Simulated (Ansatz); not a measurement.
Consider the ligand exchange at the Si–C bond: `CO[SiH2]C#N` + `[OH][GeH3]` → `CO[SiH2][O][GeH3]` + `C#N`.

Calculated with Ansatz (gas phase, PBE0-D4/def2-TZVP geometries, no zero-point term in ΔE). CBS: MP2 limit from def2 TZ/QZ plus the TZ coupled-cluster correction, frozen cores. This one scheme is used for every species. Functionals use def2-TZVPP. For Ge outer-core shells are correlated without core-valence functions, which leaves a few kJ/mol of doubt a bond. Scalar relativity is left out up to krypton. One conformer a species, not always the lowest.

`CO[SiH2]C#N`:

```xyz
10

C     0.739    1.371    0.235
O     0.200    0.296    0.981
Si   -0.836   -0.804    0.385
C    -0.048   -1.666   -1.063
N     0.454   -2.170   -1.968
H    -0.053    2.014   -0.163
H     1.366    1.960    0.904
H     1.351    1.005   -0.594
H    -1.094   -1.807    1.433
H    -2.079   -0.199   -0.150
```

`[OH][GeH3]`:

```xyz
6

O     1.216   -0.388   -0.503
Ge   -0.274    0.235    0.253
H     1.044   -1.084   -1.141
H     0.217    1.316    1.219
H    -0.999   -0.901    0.999
H    -1.204    0.822   -0.826
```

`CO[SiH2][O][GeH3]`:

Z-matrix (Å, degrees):
```
C
O 1 1.407
H 1 1.097 2 111.7
H 1 1.096 2 111.4 3 121.5
H 1 1.091 2 108.4 3 -119.4
Si 2 1.642 1 124.1 3 -48.9
O 6 1.620 2 107.3 1 167.4
H 6 1.491 2 108.2 1 46.6
H 6 1.485 2 111.3 1 -74.1
Ge 7 1.782 6 131.1 2 -31.1
H 10 1.534 7 108.4 6 77.5
H 10 1.533 7 105.0 6 -163.0
H 10 1.537 7 108.8 6 -43.7
```

`C#N`:

```xyz
3

C     0.019    0.015    0.007
N    -0.839   -0.670   -0.319
H     0.820    0.655    0.312
```

```
            species  ωB97X-V energy (Eh)
      `CO[SiH2]C#N`           -498.69182
       `[OH][GeH3]`          -2154.45890
`CO[SiH2][O][GeH3]`          -2559.75044
              `C#N`            -93.42987
```

Problem. Work out ΔE.

Solution. ΔE = (-2559.75044) + (-93.42987) − (-498.69182) − (-2154.45890) = -0.02959 Eh = -0.81 eV. CCSD(T)/CBS gives -0.83 eV.

Largest T1 diagnostic among the species: 0.014.

In def2-TZVPP, CCSD(T) changes the Hartree–Fock value by +0.08 eV (the triples alone add +0.02 eV) and MP2 by +0.09 eV. The D4 term adds −0.06 eV with B3LYP and −0.03 eV with PBE0; it sums over pairs of atoms, weighted by their polarisabilities, and B3LYP, whose exchange is more repulsive, gets the larger term.

B3LYP here is the variant with VWN-RPA as its local correlation; programs differ in this.
